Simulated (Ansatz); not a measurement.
Ansatz (a quantum-chemistry and plane-wave program) input (CCSD(T)/aug-cc-pVDZ):

Ansatz 0.2 input:
```yaml
crystal:
  periodic: [false, false, false]
  atoms:
    - {symbol: C, position_ang: [-0.84972708, -0.84703727, 0.07635384]}
    - {symbol: C, position_ang: [-1.00145512, 0.61530386, -0.25263998]}
    - {symbol: C, position_ang: [0.22649702, 0.12658270, 0.45818837]}
    - {symbol: N, position_ang: [1.44803905, 0.08197280, -0.30345838]}
    - {symbol: H, position_ang: [-0.62496805, -1.51695526, -0.74192684]}
    - {symbol: H, position_ang: [-1.46523650, -1.26651742, 0.86044423]}
    - {symbol: H, position_ang: [-1.72098136, 1.19832851, 0.30590941]}
    - {symbol: H, position_ang: [-0.87624038, 0.90478477, -1.28676381]}
    - {symbol: H, position_ang: [0.29173597, 0.37157266, 1.51705422]}
    - {symbol: H, position_ang: [1.92128146, 0.97790048, -0.28980903]}
    - {symbol: H, position_ang: [2.08624664, -0.61201908, 0.06788706]}
basis:
  gaussian:
    orbitals: aug-cc-pVDZ
magnetization: {spin_polarized: false}
correlation: {method: ccsd_t, electrons: outside_noble_gas}
output: {forces: true}
```

End of the output:

```
perturbative correction -0.62250759 eV, -0.0228767319 hartree
the calculation of the forces begins
Total energy: -4701.90877508 eV, -172.7919604160 hartree
Atom 0 at    -0.849727    -0.847037     0.076354 Å, force    -0.153415    -0.488074    -0.006089 eV/Å
Atom 1 at    -1.001455     0.615304    -0.252640 Å, force    -0.245460     0.399047    -0.205671 eV/Å
Atom 2 at     0.226497     0.126583     0.458188 Å, force     0.387049     0.119656     0.353356 eV/Å
Atom 3 at     1.448039     0.081973    -0.303458 Å, force    -0.028320    -0.124224    -0.539101 eV/Å
Atom 4 at    -0.624968    -1.516955    -0.741927 Å, force     0.113846    -0.292930    -0.389721 eV/Å
Atom 5 at    -1.465237    -1.266517     0.860444 Å, force    -0.275911    -0.172977     0.370217 eV/Å
Atom 6 at    -1.720981     1.198329     0.305909 Å, force    -0.320418     0.255973     0.273713 eV/Å
Atom 7 at    -0.876240     0.904785    -1.286764 Å, force     0.071407     0.116092    -0.481742 eV/Å
Atom 8 at     0.291736     0.371573     1.517054 Å, force     0.011538     0.096070     0.421700 eV/Å
Atom 9 at     1.921281     0.977900    -0.289809 Å, force     0.191039     0.323285     0.039214 eV/Å
Atom 10 at     2.086247    -0.612019     0.067887 Å, force     0.248645    -0.231918     0.164123 eV/Å
Dipole moment:     0.098307     0.062011     0.230295 e Å
```
